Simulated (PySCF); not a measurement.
H5NOSiZn, SMILES [NH2][Zn][O][SiH3].

Geometry: PBE0-D3(BJ)/def2-SVP. The structure was generated by enumeration; whether it is a known compound was not checked. Other conformers were not sampled.

All values below come from CAM-B3LYP/def2-TZVP (PySCF).

The molecule is in vacuum.

Task: Estimate the frontier levels, gap, dipole moment and polarisability. (An estimate is asked for; the answer gives what the named calculation found.)

Result: 
```json
{
 "highest_occupied_level": "-8.76 eV",
 "lowest_empty_level": "-0.12 eV",
 "orbital_gap": "8.65 eV",
 "dipole_moment": "2.31 D",
 "quadrupole, principal values (traceless, Buckingham form, about the centre of nuclear charge)": "-7.76, 2.89, 4.87 D·Å",
 "mean_static_polarisability": "58.2 bohr³ (8.63 Å³)",
 "polarisability_principal_values": "49.5, 49.8, 75.4 bohr³"
}
```
